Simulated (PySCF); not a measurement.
## Calculated data, Al₂B₂H₆, AlBH₇NSi

Calculation on a computer-drawn molecule: optimised geometry and harmonic frequencies of an isolated molecule of the commonest isotopes, restricted reference for singlets and unrestricted otherwise, frozen core in MP2. Program: PySCF 2.14.0.

Common to all runs: charge 0; multiplicity 1; method HF; basis cc-pV(D+d)Z.

(1) Al₂B₂H₆

Start structure:
```xyz
10
Al2B2H6
B      0.8741    -0.8362     0.4177
B      0.7115    -0.1671    -0.8997
Al    -1.1253     0.0751     0.4215
Al    -2.5584    -1.8034     1.2951
H      1.4252    -0.4676     1.3579
H      0.2845    -1.8221     0.6509
H      0.7442     0.0755    -2.0536
H     -1.7291     1.5926     0.4069
H     -1.8432    -3.1387     1.5420
H     -4.0105    -1.9686     1.7602
```

* rotational constants: 8.871, 1.51, 1.383 GHz
* total energy: -536.6169 hartree
* convergence status largest gradient component: 3.002e-05 hartree/bohr

Drawn bonds:
```csv
atom,other atom,order
1,2,1
2,3,1
3,4,1
1,5,1
1,6,1
2,7,1
3,8,1
4,9,1
4,10,1
```

Optimised structure:
```xyz
10
Al2B2H6
B      1.7716    -0.7080     0.1468
B      0.2805    -0.3295    -0.4777
Al    -1.5111    -0.0128     0.6773
Al    -3.2233    -1.9134     1.2925
H      2.5603     0.1466     0.4609
H      2.0980    -1.8504     0.3509
H      0.1466    -0.2305    -1.6755
H     -1.8074     1.4838     1.1422
H     -3.1109    -2.7410     2.6456
H     -4.4313    -2.3053     0.3360
```

Modes:
```csv
frequency (cm⁻¹),reduced mass (dalton)
61.36,3.216
79.54,1.076
108.4,2.157
145.3,2.743
314.3,1.125
319.9,2.346
348.7,1.686
442.5,1.306
486.5,1.17
509.2,3.805
527,1.127
631.4,1.186
696.4,1.114
831.4,1.288
857.8,1.239
945.8,3.477
1052,1.478
1262,1.272
1922,1.04
1943,1.057
1948,1.028
2633,1.071
2650,1.075
2705,1.119
```

(2) AlBH₇NSi

Start structure:
```xyz
11
AlBH7NSi
N     -0.4920    -1.1634     2.3336
Al     0.3770     0.2967     2.7378
B     -0.2991     1.8736     1.4006
Si     0.2006     1.9129    -0.4974
H     -0.1843    -1.9519     1.7500
H     -1.3285    -1.5319     2.7556
H      1.4153     0.2635     3.9011
H     -1.1504     2.5339     1.7215
H     -0.8543     1.7207    -1.3843
H      0.7535     3.2766    -0.9550
H      1.2556     1.0104    -0.9563
```

- rotational constants: 10.7, 1.458, 1.382 GHz
- total energy: -614.0572 hartree
- convergence status largest gradient component: 1.198e-05 hartree/bohr

Drawn bonds:
```csv
atom,other atom,order
1,2,1
2,3,1
3,4,1
1,5,1
1,6,1
2,7,1
3,8,1
4,9,1
4,10,1
4,11,1
```

Optimised structure:
```xyz
11
AlBH7NSi
N     -0.5811    -1.3878     2.5621
Al     0.3155     0.1371     2.5687
B     -0.2760     1.7810     1.3152
Si     0.2762     2.1075    -0.6233
H     -0.3454    -2.1878     3.1202
H     -1.3963    -1.5958     2.0161
H      1.5759     0.2166     3.5290
H     -1.0307     2.6160     1.7500
H     -0.8798     1.7172    -1.4783
H      0.5892     3.5352    -0.8914
H      1.4457     1.3017    -1.0610
```

Modes:
```csv
frequency (cm⁻¹),reduced mass (dalton)
40.79,1.644
52.4,1.537
119.3,2.619
170.7,2.56
348.5,1.384
428.2,1.969
467.2,1.245
471.9,1.226
536.8,1.08
556,1.094
642.7,1.439
716.5,3.02
734.1,1.673
782.3,1.366
846.4,3.971
953.5,1.433
994.9,1.126
1017,1.055
1041,1.039
1679,1.11
1961,1.042
2265,1.045
2279,1.05
2289,1.025
2658,1.09
3774,1.052
3855,1.093
```
